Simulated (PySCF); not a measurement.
B3LYP has the VWN-RPA correlation part, as in Gaussian. 

Cartesian coordinates (Å):
```xyz
10

C      1.4991     0.1329    -0.1306
C      0.2223    -0.2073     0.5604
Si    -1.4282     0.0025    -0.2073
Cl    -2.8971    -0.5911     1.1272
H      2.0629     0.8880     0.4304
H      1.3489     0.5172    -1.1413
H      2.1549    -0.7431    -0.2032
H      0.3030    -0.5976     1.5700
H     -1.5745    -0.8163    -1.4342
H     -1.6914     1.4150    -0.5714
```
Charge 0, spin multiplicity 2.

Problem. Predict the dipole moment, total energy and highest occupied spin orbital from B3LYP-D3(BJ)/def2-TZVP run with PySCF.

Solution. 
```
Item                                  Value
-----------------------------  ------------
dipole moment                        2.31 D
total energy                   -829.6200 Ha
highest occupied spin orbital      -6.26 eV
```
